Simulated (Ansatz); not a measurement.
Coupled-cluster run, H7NOSi2 (`N[SiH](O)[SiH3]`).

```yaml
crystal:
  periodic: [false, false, false]
  atoms:
    - {symbol: N, position_ang: [0.428641, 1.109578, 1.294791]}
    - {symbol: Si, position_ang: [0.573869, -0.246086, 0.264591]}
    - {symbol: O, position_ang: [0.159983, -1.697794, 0.939514]}
    - {symbol: Si, position_ang: [-0.878956, -0.056683, -1.558301]}
    - {symbol: H, position_ang: [1.222064, 1.558471, 1.717520]}
    - {symbol: H, position_ang: [-0.447680, 1.469781, 1.631067]}
    - {symbol: H, position_ang: [2.014393, -0.244912, -0.120560]}
    - {symbol: H, position_ang: [0.623188, -1.959370, 1.737623]}
    - {symbol: H, position_ang: [-0.443939, 1.064054, -2.437055]}
    - {symbol: H, position_ang: [-0.929497, -1.301347, -2.371323]}
    - {symbol: H, position_ang: [-2.256768, 0.247303, -1.077365]}
basis:
  gaussian: {orbitals: def2-TZVPP}
correlation: {method: ccsd_t}
output: {orbitals: {seedname: orbitals}}
```

```sh
$ ansatz run in.yaml --threads 4 --pin off --events-out ev --progress --plain --max-ram 10444MiB
```

Log, shortened:

```
Functional definition: HF
1411 factors; integrals over basis functions are off by at most 8.7e-4 eV
mean field evaluation 1: about -19353.6594 eV, gradient 4.7e1 eV
mean field evaluation 2: about -19353.8808 eV, gradient 4.7e1 eV
mean field evaluation 4: about -19358.4901 eV, gradient 3.7e0 eV
mean field evaluation 8: about -19358.5615 eV, gradient 3.1e-1 eV
mean field evaluation 16: about -19358.5619 eV, gradient 2.3e-6 eV
mean field -19358.56187105 eV, -711.4140270564 hartree, gradient 2.3e-6 eV, S^2 0.000000; 0 other end points of the search recorded, 0 dependent functions left out
12 core orbitals not correlated: weight in the atoms' cores, before any rotation towards them, 1.000 or more for the frozen orbitals, at most 0.000 for the correlated occupied ones
reference -19358.56187105 eV, -711.4140270564 hartree; 13, 13 occupied and 219, 219 virtual orbitals, 1411 factors
second order -19.27933335 eV of doubles, -0.00000000 eV of singles
cycle   1  -19.93104622 eV  change   -6.5e-1 eV  update   9.6e-2
cycle   2  -20.44729188 eV  change   -5.2e-1 eV  update   2.9e-2
cycle   3  -20.54421047 eV  change   -9.7e-2 eV  update   1.4e-2
cycle   4  -20.53287038 eV  change    1.1e-2 eV  update   3.6e-3
cycle   5  -20.53243470 eV  change    4.4e-4 eV  update   1.6e-3
cycle   6  -20.53260242 eV  change   -1.7e-4 eV  update   4.4e-4
cycle   7  -20.53230956 eV  change    2.9e-4 eV  update   1.6e-4
cycle   8  -20.53229079 eV  change    1.9e-5 eV  update   5.3e-5
cycle   9  -20.53231025 eV  change   -1.9e-5 eV  update   2.0e-5
perturbative correction -0.72181292 eV, -0.0265261356 hartree
Total energy: -19379.81599422 eV, -712.1951016764 hartree
```

Run time 26 s (4 threads of an Intel Xeon 6975P-C on a shared host); peak host memory 5 GiB.

MP2 recovers 90.7 % of the CCSD(T) correlation energy and the triples give 3.4 %; T1 = 0.0120.
